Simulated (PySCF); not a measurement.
Ge(Me)(NH2)3 (CH9GeN3), SMILES [CH3][Ge]([NH2])([NH2])[NH2]. Coordinates come from a PBE0-D3(BJ)/def2-SVP optimisation. One conformer was computed; it need not be the lowest.

Computed equilibrium geometry at PBE0-D3(BJ)/def2-SVP (PySCF confirms it by a frequency run) as bond lengths and angles, and its point group (one conformer of several):
point group Cs.
Atoms: C1 Ge2 N3 N4 N5 H6 H7 H8 H9 H10 H11 H12 H13 H14. Bond lengths (Å): C1–Ge2 1.939, C1–H6 1.101, C1–H7 1.099, C1–H8 1.099, Ge2–N3 1.841, Ge2–N4 1.823, Ge2–N5 1.841, N3–H9 1.017, N3–H10 1.016, N4–H11 1.014, N4–H12 1.014, N5–H13 1.016, N5–H14 1.017. Bond angles (°): Ge2–C1–H6 111.5, Ge2–C1–H7 109.8, Ge2–C1–H8 109.8, H6–C1–H7 108.6, H6–C1–H8 108.6, H7–C1–H8 108.6, C1–Ge2–N3 106.9, C1–Ge2–N4 113.9, C1–Ge2–N5 106.9, N3–Ge2–N4 105.3, N3–Ge2–N5 118.9, N4–Ge2–N5 105.3, Ge2–N3–H9 115.6, Ge2–N3–H10 115.0, H9–N3–H10 108.4, Ge2–N4–H11 116.1, Ge2–N4–H12 116.1, H11–N4–H12 111.2, Ge2–N5–H13 115.0, Ge2–N5–H14 115.6, H13–N5–H14 108.4.
Charge 0, spin multiplicity 1.
